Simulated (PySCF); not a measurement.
## Correlation energy of Kr²⁺ (krypton, charge +2)

[Ar] 3d10 4s2 4p3 5s1, high-spin 5S determinant (an excited configuration). All numbers are calculated (PySCF 2.14, scalar relativity through the core potential, in aug-cc-pVTZ-PP with one added diffuse shell each of s, d, f type with ECP10MDF (7s5p5d3f, 68 functions)). Frozen: 3s2 3p6 3d10; 6 electrons correlated.

```tsv
level	correlation energy (mhartree)
CCSD	-116.92
(T)	-3.58
CCSD(T)	-120.50
```

Diagnostics: T1 = 0.0085, D1 = 0.0295, largest double amplitude 0.042.

The outer electron is Rydberg-like, and this basis confines it to a smaller radius and binds it less than a complete one would.

Cost of the coupled-cluster step: of the order of 4 core-seconds, for 6 correlated electrons.

Iterations:

```
CC2 = 0
CCSD nocc = (np.int64(5), np.int64(1)), nmo = (59, 59)
frozen orbitals [[0, 1, 2, 3, 4, 5, 6, 7, 8], [0, 1, 2, 3, 4, 5, 6, 7, 8]]
max_cycle = 100
direct = 0
conv_tol = 1e-08
conv_tol_normt = 1e-06
diis_space = 8
diis_start_cycle = 0
Init t2, MP2 energy = -0.102025080819235
Init E_corr(UCCSD) = -0.102025080820066
cycle = 1  E_corr(UCCSD) = -0.114174247477589  dE = -0.0121491667  norm(t1,t2) = 0.0335761
cycle = 2  E_corr(UCCSD) = -0.116250162441961  dE = -0.00207591496  norm(t1,t2) = 0.00943523
cycle = 3  E_corr(UCCSD) = -0.116961143545503  dE = -0.000710981104  norm(t1,t2) = 0.00322418
cycle = 4  E_corr(UCCSD) = -0.116921077372327  dE = 4.00661732e-05  norm(t1,t2) = 0.000241274
cycle = 5  E_corr(UCCSD) = -0.116919932615562  dE = 1.14475677e-06  norm(t1,t2) = 2.00806e-05
cycle = 6  E_corr(UCCSD) = -0.11691973379364  dE = 1.98821922e-07  norm(t1,t2) = 2.6863e-06
cycle = 7  E_corr(UCCSD) = -0.116919743339607  dE = -9.54596743e-09  norm(t1,t2) = 4.79837e-07
UCCSD converged
E(UCCSD) = -460.3514706907358  E_corr = -0.1169197433396072
UCCSD(T) correction = -0.00357539732621813
```
